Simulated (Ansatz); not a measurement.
Reaction R1 → P1, each structure at its B3LYP-D3(BJ)/def2-TZVP stationary point, reached from a drawn start; harmonic modes at that level show minima.
R1, HOS (SMILES [O]S) (charge 0, multiplicity 2):
```xyz
3

S     -0.4269    -0.1281    -0.3859
O     -0.4221    -0.1267     1.1196
H      0.8490     0.2547    -0.7338
```
P1, HOS (SMILES O[S]) (charge 0, multiplicity 2):
```xyz
3

O     -0.290    -0.087    -0.443
S     -0.297    -0.089     1.197
H      0.588     0.176    -0.754
```

P less R. No zero-point or thermal terms; open shells are unrestricted.

Frozen-core correlation throughout.

The values were computed with Ansatz (a program for electronic structure) with Gaussian orbitals. Each number belongs to the level named beside it.

Total energies in hartree:

```csv
structure,PBE/def2-TZVPPD,B3LYP/def2-TZVPPD,CCSD(T)/aug-cc-pV(T+d)Z
R1,-473.771508,-474.032819,-473.423748
P1,-473.763746,-474.028331,-473.422085
```

Task: Work out the reaction energy at each level in kJ/mol (1 hartree = 2625.49964 kJ/mol), and say how far PBE/def2-TZVPPD lies from CCSD(T)/aug-cc-pV(T+d)Z.

Result: 
- PBE/def2-TZVPPD: (-473.763746) − (-473.771508) = 0.007762 hartree = 20.4 kJ/mol
- B3LYP/def2-TZVPPD: (-474.028331) − (-474.032819) = 0.004488 hartree = 11.8 kJ/mol
- CCSD(T)/aug-cc-pV(T+d)Z: (-473.422085) − (-473.423748) = 0.001663 hartree = 4.4 kJ/mol
PBE/def2-TZVPPD less CCSD(T)/aug-cc-pV(T+d)Z: 16.0 kJ/mol. CCSD(T)/aug-cc-pV(T+d)Z is the level counted from, the highest shown, and no exact or measured value.
